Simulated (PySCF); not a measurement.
**Structure from NMR data**

Molecular formula: C$_{4}$H$_{5}$FN$_{2}$Si$_{2}$. Simulated spectra:

$^{1}$H NMR (300 MHz, computed): δ 5.50 (m, 2H), 4.55 (s, 3H).

$^{13}$C{$^{1}$H} NMR (computed): δ 152.2 (C), 151.5 (C), 122.5 (C), 122.2 (C).

PySCF calculation with geometry from GFN2-xTB and GIAO PBE0/pcSseg-1 shieldings; a single conformation, in vacuum, relativity neglected, rapidly exchanging positions averaged.

Scale: $^{1}$H and $^{13}$C against TMS (reference shieldings calculated alike).

What is the structure?

## Answers


The formula gives 5 degrees of unsaturation (no ring in the answer). 4 carbon signals for 4 carbons: no two carbons are equivalent. Carbon types of the structure: 4 × C, leaving 5 H on heteroatoms. δC 152.2, 151.5: fully substituted alkene carbon; as expected for a trigonal carbon in a double bond. δC 122.5, 122.2: nitrile carbon; C≡N carbons fall here, among the sp2 signals but without a proton. δH 5.50: hydrogen on a silicon bonded to C, F. δH 4.55: hydrogen on a silicon bonded to C.

The compound is SMILES F[SiH2]/C(=C(\C#N)[SiH3])C#N.

This is the structure that produced the data.

Splittings by $^{19}$F in the carbon and heteronuclear signals aren't shown, as no couplings were computed. Shifts are as computed. Against solution values, carbons near 30 ppm lie about +3 ppm off and those near 130 ppm about +5 ppm. Of 1309 compounds with measured shifts, 239 miss one by over three times the rms of a fit or turn the order of signals round; such compounds aren't used in these exercises. No couplings were computed; multiplicities are counted from neighbouring protons, with m where these are inequivalent, close in shift, in a saturated or five-membered ring or joined by F or P, and br s for small geminal =CH2 splittings.
